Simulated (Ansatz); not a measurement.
FeCl3⁺. The state is a quintet with charge 1. Geometry r2SCAN-D4/def2-SVP, that of the neutral sextet; atoms count from 1.

```xyz
4

Fe   -0.003    0.008    0.002
Cl   -1.816   -0.995    0.555
Cl    1.555    0.280    1.450
Cl    0.265    0.706   -2.008
```

The charge 1 quintet is spin-contaminated (final ⟨S²⟩ up to 6.45, 6.00 for a pure state). At PBE0-D4/def2-TZVP a septet of charge 1 lies 0.12 eV below the quintet at the same geometry.

Q: Estimate the Mulliken populations from the PBE0/def2-TZVP orbitals of Ansatz.

A: 
```json
{"atom": "Fe1", "charge (e)": "0.91", "spin (α − β)": "3.87", "d electrons": "6.10"}
{"atom": "Cl2", "charge (e)": "0.01", "spin (α − β)": "0.18", "d electrons": "–"}
{"atom": "Cl3", "charge (e)": "0.07", "spin (α − β)": "-0.23", "d electrons": "–"}
{"atom": "Cl4", "charge (e)": "0.01", "spin (α − β)": "0.18", "d electrons": "–"}
```
Mulliken values and Mayer orders depend strongly on the basis.

Q: Where does the spin sit?

A: Summed by element: Fe 3.87, Cl 0.13, of 4 unpaired in all. Largest on single atoms: Fe1 3.87, Cl3 -0.23, Cl2 0.18.

Q: And the Mayer bond orders between bonded heavy atoms (over 0.3)?

A: Fe1–Cl2 1.27 (2.14 Å); Fe1–Cl3 1.12 (2.14 Å); Fe1–Cl4 1.27 (2.14 Å).
